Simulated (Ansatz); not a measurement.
Molecule: CH7OSi2, net charge -1, singlet state. It need not be the lowest isomer of its formula. Whether it binds its extra electron was not tested at this geometry. 
Coordinates optimised at B3LYP-D3(BJ)/def2-TZVP (Ansatz, an electronic-structure program):
```xyz
11

C     -1.9427     0.6079    -0.0267
Si    -0.9666    -0.8288    -0.2282
O      0.7480    -0.6580    -0.0702
Si     1.4657     0.7626     0.2521
H     -2.2837     0.9487     0.9463
H     -2.1525     1.2891    -0.8459
H     -1.0439    -1.4607    -1.5885
H     -1.2174    -1.9111     0.7825
H      1.3079     1.8220    -0.7819
H      2.9374     0.4790     0.3060
H      1.1360     1.3757     1.5681
```
Charge -1, spin multiplicity 1.

Total electronic energies in hartree. Valence correlation only, unless marked. No spin-orbit coupling. Non-relativistic. Basis-set limits of correlation are two-point, X^-3; Hartree-Fock from the larger set.

| level | program | energy (Eh) |
|---|---|---|
| HF/6-31G* | Ansatz | -694.65929 |
| RI-HF/cc-pV(T+d)Z | Ansatz | -694.79728 |
| PBE0/STO-3G | Ansatz | -687.75597 |
| PBE0-D4/def2-TZVP | Ansatz + dftd4 | -696.29008 |
| B2GP-PLYP-D3(BJ)/def2-TZVPD | Ansatz + dftd3 | -696.23508 |
| B2GP-PLYP-D4/def2-TZVPD | Ansatz + dftd4 | -696.23253 |
| MP2/6-31G* | Ansatz | -695.13769 |
| CCSD/cc-pV(D+d)Z | Ansatz | -695.31800 |
| CCSD(T)/CBS(aug-cc-pV(T+d)Z,aug-cc-pV(Q+d)Z) | Ansatz | -695.6599 |

Totals of different functionals don't rank their quality; only differences between species are comparable.
